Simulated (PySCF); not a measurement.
# Shapes and spin states of ZrF(OH)

These are results of PBE0/[Zr def2-TZVP with ECP28, F def2-TZVP, O def2-TZVP, H def2-TZVP], scalar-relativistic core potentials, density fitting, no spin–orbit coupling, PySCF, not measurements.

Relaxations began from a few typed shapes and spin states; open shells are unrestricted. The search is not exhaustive: other isomers or separated fragments can lie lower, and high-lying points may rest on an excited occupation.

(1) Order these stationary points by electronic energy, lowest first, in kJ/mol from the lowest minimum.
A. triplet Cs: O–H 0.954 Å, Zr–F 1.925 Å, Zr–O 1.923 Å; F–Zr–O 141.2°, H–O–Zr 158.7°
B. singlet (closed shell, unstable to spin polarisation) Cs: O–H 0.956 Å, Zr–F 1.877 Å, Zr–O 1.872 Å; F–Zr–O 116.1°, H–O–Zr 153.5°
C. broken-symmetry Ms = 0 (⟨S²⟩ 0.86) Cs: O–H 0.955 Å, Zr–F 1.907 Å, Zr–O 1.903 Å; F–Zr–O 130.9°, H–O–Zr 155.2°

(2) Which of them are minima?

## Answers

(1) A (0.0), C (9.8), B (40.0).

(2) By energy in kJ/mol, 0.0: minimum; 9.8: minimum; 40.0: minimum of the closed-shell surface only.

For the lowest minimum: other spin states or occupations of the open shell can lie lower.

The electron or spin density has lower symmetry than the nuclear frame for the broken-symmetry Ms = 0 (⟨S²⟩ 0.86) Cs at 9.8 kJ/mol.
